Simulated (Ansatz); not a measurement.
Basis-set series for CH7NSi2. Charge 0, multiplicity 1. The bonds changed during the relaxation, so this is another structure than the one it started from. All single points use the PBE0-D4/def2-TZVP geometry.

```xyz
11

C    -0.441   -0.363   -1.406
Si   -0.092   -0.723    0.387
N    -0.096    0.740    1.353
Si    1.041    2.025    1.304
H    -0.426   -1.286   -1.992
H    -1.421    0.104   -1.527
H     0.316    0.311   -1.814
H    -1.146   -1.616    0.947
H    -0.854    0.837    2.015
H     1.894    1.366    0.206
H     1.226   -1.394    0.526
```

```
functional       basis  functions  energy (Eh)  HOMO (eV)  LUMO (eV)
   PBE0-D4  def2-TZVPP        244   -675.77172      -6.40      -1.79
   PBE0-D4  def2-QZVPP        464   -675.79737      -6.42      -1.83
   ωB97M-V  def2-TZVPP        244   -676.03739      -8.50       0.16
   ωB97M-V  def2-QZVPP        464   -676.06148      -8.53       0.05
```

Give the rows for def2-SVP. (Estimate.)

Computed: 
| functional | basis | functions | energy (Eh) | HOMO (eV) | LUMO (eV) |
| --- | --- | --- | --- | --- | --- |
| PBE0-D4 | def2-SVP | 99 | -675.45480 | -6.33 | -1.66 |
| ωB97M-V | def2-SVP | 99 | -675.71344 | -8.39 | 0.41 |

Positive LUMOs are unbound and depend on the basis.
